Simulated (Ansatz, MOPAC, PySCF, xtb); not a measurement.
Complex: NH3 (SMILES N) (first 4 atoms) with Si2H6 (SMILES [SiH3][SiH3]); geometry from B3LYP-D3(BJ)/def2-TZVP, rigid monomers moved along the line of their centres of mass till N1···Si5 is 5.56 Å.
(charge 0, multiplicity 1):
```xyz
12

N     -0.412     0.189     0.961
H     -0.360    -0.694     0.467
H     -1.362     0.534     0.875
H      0.198     0.844     0.486
Si     0.813    -1.372     6.154
Si     0.930     0.962     6.310
H      1.102    -2.003     7.471
H      1.809    -1.900     5.190
H     -0.540    -1.817     5.743
H      1.264     1.386     7.697
H     -0.367     1.590     5.962
H      1.983     1.509     5.421
```

Monomers are frozen at their geometry in the pair; levels with a basis set take the counterpoise correction. Rows marked so take none.

Correlated levels freeze the cores. Rows in 6-31G* carry no dispersion term and start afresh at each structure (6-31G* with six Cartesian d functions). MP2/6-31G* freezes PySCF's default core. The state that PM3 reach isn't checked.

The values were computed with Ansatz (Gaussian basis) for Hartree–Fock, density functionals and correlated methods; MOPAC for PM3 (differences of heats of formation); PySCF for 6-31G* rows, the dispersion terms; xtb for the GFN methods. Each number belongs to the level named beside it.

```json
[
 {"level": "PM3", "interaction energy (kcal/mol)": "0.21"},
 {"level": "GFN2-xTB", "interaction energy (kcal/mol)": "-0.25"},
 {"level": "PBE-D3(BJ)/def2-TZVPPD", "interaction energy (kcal/mol)": "-0.45"},
 {"level": "PBE-D4/def2-TZVPPD", "interaction energy (kcal/mol)": "-0.40"},
 {"level": "r2SCAN-D4/def2-TZVPPD", "interaction energy (kcal/mol)": "-0.40"},
 {"level": "B3LYP/6-31G* (no counterpoise)", "interaction energy (kcal/mol)": "-0.41"},
 {"level": "B3LYP-D4/def2-TZVPPD", "interaction energy (kcal/mol)": "___"},
 {"level": "MP2/6-31G*", "interaction energy (kcal/mol)": "-0.40"},
 {"level": "CCSD(T)/aug-cc-pV(D+d)Z", "interaction energy (kcal/mol)": "-0.45"}
]
```

Task: What belongs in the gaps?

Result: 
- B3LYP-D4/def2-TZVPPD, interaction energy (kcal/mol): -0.31

Ansatz is an electronic-structure program.
